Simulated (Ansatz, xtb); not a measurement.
## Two isomers of C4H5FN2S

Structure a: `Cc1nc(CF)ns1`, a singlet. Structure b: `C[C@H](F)c1ncns1`, a singlet. Both are isolated molecules in the gas phase, relaxed with PBE-D3(BJ)/def2-SVP; the shapes shown needn't be the lowest conformers.

a (Å):

```
atom    x (Å)    y (Å)    z (Å)
   C  -1.4432  -1.9767  -0.4997
   C  -1.5545  -0.9424   0.5721
   C  -1.2617   0.1269   2.4722
   C  -0.6777   0.3177   3.8454
   F  -1.0488  -0.7204   4.6836
   N  -0.9186  -0.9718   1.7219
   N  -2.1211   1.0137   1.9854
   S  -2.5713   0.4915   0.4564
   H  -1.1835  -1.5248  -1.4779
   H  -0.6591  -2.7019  -0.2151
   H  -2.4002  -2.5230  -0.6289
   H   0.4329   0.3339   3.7772
   H  -1.0373   1.2830   4.2577
```

b (Å):

```yaml
atoms:
  - { symbol: C, position_ang: [-2.4366, -1.6558, 0.4779] }
  - { symbol: C, position_ang: [-1.0934, -0.9449, 0.4594] }
  - { symbol: C, position_ang: [-0.7538, -0.3231, 1.7851] }
  - { symbol: C, position_ang: [-0.8521, 0.8761, 3.6033] }
  - { symbol: F, position_ang: [-0.0740, -1.8439, 0.1369] }
  - { symbol: N, position_ang: [-1.4893, 0.5530, 2.4329] }
  - { symbol: N, position_ang: [0.3097, 0.3178, 3.9062] }
  - { symbol: S, position_ang: [0.7098, -0.7233, 2.6510] }
  - { symbol: H, position_ang: [-2.6660, -2.0692, -0.5228] }
  - { symbol: H, position_ang: [-2.4167, -2.4805, 1.2166] }
  - { symbol: H, position_ang: [-3.2280, -0.9387, 0.7694] }
  - { symbol: H, position_ang: [-1.0907, -0.1429, -0.3149] }
  - { symbol: H, position_ang: [-1.3037, 1.6013, 4.2991] }
```

Task: Estimate E(b) − E(a) at the level CCSD(T)/def2-SVP + ΔMP2/def2-TZVPP.

Result: Too close to call at this level: CCSD(T)/def2-SVP + ΔMP2/def2-TZVPP gives E(b) − E(a) = −1.04 kcal/mol.

How the difference moves with the method:

```tsv
level	geometry	E(b) − E(a) (kcal/mol)	departure from the last row (kcal/mol)	job, with rough time for the two
GFN2-xTB	GFN2-xTB	+2.80	+3.84	optimisation, 0.14 s
HF/STO-3G	GFN2-xTB	+2.24	+3.28	single point, 0.4 s
r2SCAN-D4/def2-SVP	GFN2-xTB	−0.85	+0.20	single point, 2.6 s
PBE-D3(BJ)/def2-SVP	PBE-D3(BJ)/def2-SVP	−0.91	+0.13	optimisation, 31 s
HF/def2-SVP	PBE-D3(BJ)/def2-SVP	+0.32	+1.36	part of the CCSD(T) run
MP2/def2-SVP	PBE-D3(BJ)/def2-SVP	−1.28	−0.24	part of the CCSD(T) run
CCSD(T)/def2-SVP	PBE-D3(BJ)/def2-SVP	−1.20	−0.16	single point
CCSD(T)/def2-SVP + ΔMP2/def2-TZVPP	PBE-D3(BJ)/def2-SVP	−1.04		single point, 49 s
```

As drawn, both hold the same kinds of bond in the same numbers.

GFN2-xTB, HF/STO-3G put the two in the other order. HF/def2-SVP finds them nearly level. The largest departure from CCSD(T)/def2-SVP + ΔMP2/def2-TZVPP is that of GFN2-xTB, 3.84 kcal/mol. The last row adds to CCSD(T) the change of the MP2 difference between the two basis sets, here +0.16 kcal/mol.

With thermal terms from frequencies at re-optimised GFN2-xTB minima (ideal gas, soft modes damped towards free rotors, one conformer each, 298.15 K, 1 atm): on the last row, ΔE + ΔZPE = −0.70, ΔH = −0.96, ΔG = −0.23 kcal/mol.

The correlated steps freeze 12 core orbitals. Mirror images aren't counted in ΔG. Codes used: Ansatz 0.2.0, xtb 6.7.1; the last row on 4 threads of Intel(R) Xeon(R) Platinum 8375C CPU @ 2.90GHz (Ice Lake) on a shared host.
